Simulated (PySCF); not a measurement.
## Identify the compound

The spectra below were simulated for a compound C₅H₄F₄N₂.

1H NMR (600 MHz, computed): δ 7.38 (m, 1H), 3.89 (s, 3H).

13C{1H} NMR (computed): δ 168.4 (C), 135.0 (CH), 130.9 (C), 106.3 (C), 40.4 (CH3).

Non-relativistic, one computed conformer, equivalent nuclei averaged, isolated molecule. Shielding tensors at PBE0/pcSseg-1 (GIAO); structure optimised with GFN2-xTB; PySCF 2.14.

Chemical shifts δ = σref − σ; 1H and 13C against TMS, all at this level.

**Question.** Deduce the structure.

**Answer.** 
- Rings plus π bonds: 3 (1 ring in the answer).
- 5 carbon signals for 5 carbons: no two carbons are equivalent.
- Carbon types of the structure: 3 × C, 1 × CH, 1 × CH3, which accounts for all hydrogens.
- δC 168.4: aromatic carbon bearing fluorine; an ipso carbon deshielded by its heteroatom.
- δC 135.0: aromatic CH next to a ring nitrogen.
- δC 130.9: CF3 carbon; 3 electronegative neighbours deshield it.
- δC 106.3: substituted aromatic carbon.
- δC 40.4: methyl carbon bonded to N; the inductive effect lowers its shielding.
- δH 7.38: hydrogen on an aromatic CH next to a ring nitrogen; it sits in the deshielding region of the aromatic ring current.
- δH 3.89: hydrogen on a methyl carbon bonded to N; its carbon carries N, hence the downfield position.

Structure: `Cn1cc(C(F)(F)F)c(F)n1`.

The data come from this structure; uniqueness wasn't tested.

Splittings by 19F in the carbon and heteronuclear signals aren't shown, as no couplings were computed. Shifts are as computed. Against solution values, carbons near 30 ppm lie about +3 ppm off and those near 130 ppm about +5 ppm. Of 1211 compounds with measured shifts, 218 miss one by over three times the rms of a fit or turn the order of signals round; such compounds aren't used in these exercises. No couplings were computed; multiplicities are counted from neighbouring protons, with m where these are inequivalent, close in shift, in a saturated or five-membered ring or joined by F or P, and br s for small geminal =CH2 splittings.
